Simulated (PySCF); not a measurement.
A species of formula C4H5Br has this rotational fingerprint, computed with PBE0-D3(BJ)/def2-SVP geometry optimisation, gas phase in PySCF:

```
Rotational constants : A = 12428, B = 1661, C = 1493 MHz
Dipole components    : |μa| = 1.60 D, |μb| = 0.10 D, |μc| = 0.00 D
Inertial defect      : -6.49 u·Å²
κ                    : -0.97
```

Task: Which candidate fits, each taken in the one conformer that was computed?
A. `C#C[C@H](C)Br`
B. `BrC=C1CC1`
C. `BrC1=CCC1`
D. `[C@H]12[C@](C1)(C2)Br`
E. `[CH2:1]=[CH:2]/[CH:3]=[CH:4]\[Br:5]` with C1–C2–C3–C4 180°
F. `[CH2:1]=[CH:2][C:3](=[CH2:4])[Br:5]` with C1–C2–C3–C4 180° (2-bromo-1,3-butadiene)

Result: C. It is BrC1=CCC1, a near-prolate asymmetric top, point group Cs. The candidates at the same level (rigid rotor, commonest isotopes):

| SMILES | A (MHz) | B (MHz) | C (MHz) | μa (D) | μb (D) | μc (D) | Δ (u·Å²) | point group | rotor |
| --- | --- | --- | --- | --- | --- | --- | --- | --- | --- |
| BrC=C1CC1 | 13751 | 1377 | 1273 | 1.88 | 0.26 | 0.00 | -6.83 | Cs | near-prolate asymmetric top |
| C=CC(=C)Br | 4743 | 2560 | 1663 | 1.27 | 0.55 | 0.00 | 0.00 | Cs | asymmetric top |
| C#C[C@H](C)Br | 5279 | 2037 | 1541 | 1.48 | 1.03 | 0.35 | -15.79 | C1 | asymmetric top |
| C=C/C=C\Br | 11114 | 1354 | 1207 | 1.13 | 0.69 | 0.00 | 0.00 | Cs | near-prolate asymmetric top |
| Br[C@]12C[C@H]1C2 | 8898 | 2025 | 1814 | 1.13 | 0.00 | 0.50 | -27.88 | Cs | near-prolate asymmetric top |
| BrC1=CCC1 | 12428 | 1661 | 1493 | 1.60 | 0.10 | 0.00 | -6.49 | Cs | near-prolate asymmetric top |

`C#C[C@H](C)Br` has A 58 % too low; `C=CC(=C)Br` has A 62 % too low; `C=C/C=C\Br` has C 19 % too low; `Br[C@]12C[C@H]1C2` has A 28 % too low; `BrC=C1CC1` has B 17 % too low. In the right answer the mirror of this Cs structure is the ab plane, so μc vanishes by symmetry. No structure here is proved a minimum.
